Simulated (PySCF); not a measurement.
Compound: C₅H₁₀N₂.
Numbering: `[CH3:1][C:2]1=[N:3][N:4]([CH3:5])[CH2:6][CH2:7]1`

Cartesian coordinates in Å at the GFN2-xTB level; atoms count from 1:
```xyz
17
C5H10N2 angstrom
C     -2.4247   -0.3214    0.7351
C     -1.0471   -0.1571    0.2113
N     -0.0498   -0.8401    0.6071
N      1.0596   -0.5536   -0.1235
C      2.3164   -0.6740    0.5623
C      0.8312    0.6449   -0.9430
C     -0.6913    0.8154   -0.9000
H     -2.7890    0.6218    1.1425
H     -3.1008   -0.6235   -0.0651
H     -2.4330   -1.0771    1.5147
H      3.1141   -0.7858   -0.1725
H      2.5365    0.1978    1.1957
H      2.2731   -1.5625    1.1876
H      1.3507    1.5093   -0.5058
H      1.2211    0.4757   -1.9484
H     -1.1644    0.5090   -1.8355
H     -1.0098    1.8332   -0.6725
```

Probes without a nucleus sit at each ring's centroid and 1 Å off its mean plane on both sides; NICS is minus the shielding there, NICSzz its component along the normal. Level: GIAO PBE0/pcSseg-1 (PySCF, non-relativistic, gas phase) on the GFN2-xTB geometry, one conformer.

Ring bond lengths (Å), with Mayer bond orders in brackets: C2–N3 1.272 (1.82), N3–N4 1.359 (1.06), N4–C6 1.470 (0.89), C6–C7 1.533 (1.05), C7–C2 1.519 (0.97).

Q: Give the NICS values of each ring in ppm.

A: 
```json
{"ring": "C2–N3–N4–C6–C7", "type": "5-membered ring with 2 N; formal bonds 1 double, 4 single", "NICS(0)": "-3.3", "NICS(1), two faces": "-3.9 / -2.8", "NICS(1)zz, two faces": "-2.7 / -3.5", "rms pucker (Å)": "0.06", "centre to ring atoms, mean (Å)": "1.21"}
```

Q: What do they say, and how far can they be read as aromaticity?

A: 
- C2–N3–N4–C6–C7: mean NICS(1)zz -3.1 ppm, shielded. C6, C7 have four or more neighbours, and the NICS criterion for π rings isn't applied.

Q: What is the mean of the two in-plane components of NICS at the second NICS(1) probe listed for ring C2–N3–N4–C6–C7, 1 Å off the ring?

A: The isotropic value is a third of the trace: (3 × -2.8 − (-3.5))/2 = -2.4 ppm.
